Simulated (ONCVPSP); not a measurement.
Reading a pseudo-wave (Be (Z = 4))

Columns: radius, all-electron u(r) and pseudo u(r) of the 2s shell (level -18.03 eV) of beryllium in the configuration [He] 2s0.5; PW91, scalar-relativistic, ONCV scheme, ONCVPSP 4.0.1.

```
r (bohr)  all-electron  pseudo
   0.072       -0.1974  0.0216
   0.145       -0.2904  0.0439
   0.217       -0.3124  0.0665
   0.290       -0.2888  0.0910
   0.362       -0.2368  0.1174
   0.435       -0.1664  0.1470
   0.507       -0.0876  0.1792
   0.580       -0.0035  0.2147
   0.652        0.0797  0.2520
   0.725        0.1616  0.2912
   0.798        0.2393  0.3315
   0.870        0.3107  0.3719
   0.942        0.3761  0.4130
   1.015        0.4360  0.4551
   1.088        0.4891  0.4972
   1.160        0.5350  0.5375
   1.232        0.5746  0.5750
   1.305        0.6089  0.6089
   1.378        0.6378  0.6378
   1.450        0.6611  0.6611
   1.522        0.6797  0.6797
   1.595        0.6939  0.6939
   1.668        0.7037  0.7036
   1.740        0.7092  0.7092
   1.812        0.7112  0.7112
   1.885        0.7097  0.7097
```

**Question.** How many radial nodes do the two functions have?

**Answer.** The all-electron 2s function has n − l − 1 = 1; the pseudo-wave has 0, since the states of the same l below it are removed with the core.

**Question.** At about which radius was the pseudo-wave matched?

**Answer.** 1.35 bohr. The columns agree to 0.0005 from 1.23 bohr on; several derivatives are matched, so the curves merge somewhat inside the radius.

**Question.** Where does each function peak?

**Answer.** Outermost all-electron maximum near 1.81 bohr, pseudo maximum near 1.81 bohr (to the table’s step).

**Question.** Is the pseudo-wave norm-conserving?

**Answer.** Yes: the ONCV scheme keeps the norm inside the radius equal to the all-electron one, which fixes the energy derivative of the logarithmic derivative at the level.
